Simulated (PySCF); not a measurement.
Constitutional and geometric isomers with formula CH3B3. Isolated molecules, 0 K electronic values unless said otherwise. One relaxed conformer stands for each flexible species; it need not be the lowest. Strings in code marks are SMILES.

Quantity: electronic energy of isomers of CH3B3 relative to `B1B2BC12`, in kcal/mol.

A: `B=C=BB`
B: `B1B2CB12`
C: `BC1=BB1`

Rank these by electronic energy of isomers of CH3B3 relative to `B1B2BC12` (lowest first), as PBE0-D3(BJ)/def2-TZVP (PySCF) gives it.

A (22.4 kcal/mol), C (32.8 kcal/mol), B (42.0 kcal/mol)
